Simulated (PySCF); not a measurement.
PySCF 2.14 output of a UHF calculation on a single atom or ion in aug-cc-pVDZ-PP with ECP60MDF (5s5p4d2f, 54 functions), with a scalar-relativistic core potential:

```
SCF conv_tol = 1e-09
number electrons alpha = 10  beta = 7
cycle= 1 E= -117.993878409162  delta_E= -0.00605  |g|= 0.0234  |ddm|= 0.0603
cycle= 2 E= -117.994098332257  delta_E= -0.00022  |g|= 0.00523  |ddm|= 0.0148
cycle= 3 E= -117.994145672634  delta_E= -4.73e-05  |g|= 0.00251  |ddm|= 0.00823
cycle= 4 E= -117.994169372166  delta_E= -2.37e-05  |g|= 0.00138  |ddm|= 0.00689
cycle= 5 E= -117.99417819877  delta_E= -8.83e-06  |g|= 0.000312  |ddm|= 0.00645
cycle= 6 E= -117.994178422687  delta_E= -2.24e-07  |g|= 3.49e-05  |ddm|= 0.00105
cycle= 7 E= -117.994178424585  delta_E= -1.9e-09  |g|= 5.24e-06  |ddm|= 8.82e-05
cycle= 8 E= -117.99417842461  delta_E= -2.49e-11  |g|= 8.53e-07  |ddm|= 9.8e-06
converged SCF energy = -117.99417842461  <S^2> = 3.7525495  2S+1 = 4.0012745
```

The run itself started from symmetry-adapted Hartree-Fock orbitals and held the occupation by maximum overlap, so the iterations belong to that start.

Q: Which element, charge and spin multiplicity is this?

A: Pt+ (platinum, charge +1), multiplicity 4; the state was [Xe] 4f14 5d8 6p1, one real determinant (an excited configuration).

⟨L²⟩ = 14.05 against 20 for a pure G term, so this real determinant mixes terms. Energies and moments cover only the electrons outside the core potential. Spin-orbit coupling, absent here, splits the open shell strongly.
